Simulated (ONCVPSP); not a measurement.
# Varying the ONCV potential for cobalt

Base potential:

cobalt (Co), optimised norm-conserving Vanderbilt (ONCV), made with ONCVPSP 4.0.1 (LDA (Perdew-Wang 92), scalar-relativistic). Core [Ne], reference 3s2 3p6 3d6 (charge +3). Waves: 3s: rc 1.10 bohr, ncon 4, nbas 9, qcut 13.8 1/bohr, 2 projectors, debl 2.5 Ha; 3p: rc 0.95 bohr, ncon 5, nbas 9, qcut 15.1 1/bohr, 2 projectors, debl 0.6 Ha; 3d: rc 1.55 bohr, ncon 3, nbas 7, qcut 12.3 1/bohr, 2 projectors, debl 2.6 Ha; f scattering state at 0.28 Ha: rc 1.30 bohr, ncon 3, nbas 6, qcut 9.6 1/bohr, 2 projectors, debl 3.3 Ha. Local part: polynomial inside 0.75 bohr (lpopt 1, dvloc0 0 Ha). Core correction: Teter function, fcfact 5, rcfact 1.15.

In the s channel the program set the typed energies aside and used -5.155, 0.250 Ha. In the p channel the program set the typed energies aside and used -3.811, 0.250 Ha.

Cutoffs, loose and tight: the cutoffs (Ha) at which the residual kinetic energy of the hardest occupied pseudo-wave falls to 1 and 0.1 mHa per electron. They do not see the model core or the augmentation charge, which bear on the density cutoff. Test errors are all-electron minus pseudo excitation energies from the reference, over the configurations 3s2 3p6 3d7 4s2; 3s2 3p6 3d7 4s1; 3s2 3p6 3d7; 3s1 3p6 3d7 4s2. A dash means not determined; rows that change the core or the reference have their own tests.

| change | outcome | cutoff, loose | cutoff, tight | bound ghosts | GHOST(+) flags above zero | largest test error (meV) |
| --- | --- | --- | --- | --- | --- | --- |
| base | generated, projector energies reset by the program | 75 Ha | 93 Ha | none | none | -116 |
| core correction Teter function, fcfact 7.1, rcfact 1.15 | generated, projector energies reset by the program | 75 Ha | 93 Ha | none | none | -117 |
| core correction Teter function, fcfact 5, rcfact 2.06 | generated, projector energies reset by the program | 75 Ha | 93 Ha | none | none | -120 |
| local potential polynomial inside 0.60 bohr (lpopt 5, dvloc0 0 Ha) | generated, projector energies reset by the program | 75 Ha | 93 Ha | none | s | -115 |
| local potential polynomial inside 0.75 bohr (lpopt 1, dvloc0 6 Ha) | generated, projector energies reset by the program | 75 Ha | 93 Ha | none | none | -116 |

Question: What comes out with this change to the base: p: rc 0.86?

Answer: outcome: generated, projector energies reset by the program; cutoff, loose: 81 Ha; cutoff, tight: 98 Ha; bound ghosts: none; GHOST(+) flags above zero: none; largest test error (meV): -116.

Question: What comes out with this change to the base: s: qcut 9.2?

Answer: outcome: generated, projector energies reset by the program; cutoff, loose: 75 Ha; cutoff, tight: 93 Ha; bound ghosts: none; GHOST(+) flags above zero: none; largest test error (meV): -185.
